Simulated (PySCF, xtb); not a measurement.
Zn(H)(NH2) (H3NZn), SMILES [NH2][ZnH].

GFN2-xTB in xtb at its own geometry gives an orbital gap of 5.11 eV and a dipole moment of 0.80 D.

Coordinates come from a PBE0-D3(BJ)/def2-TZVP optimisation.

Task: What does PBE/def2-TZVPD (PySCF) give? (The exact figures need the calculation; the answer reports its results.)

Result: gap 4.44 eV (levels -5.52 and -1.08 eV), dipole 0.82 D.
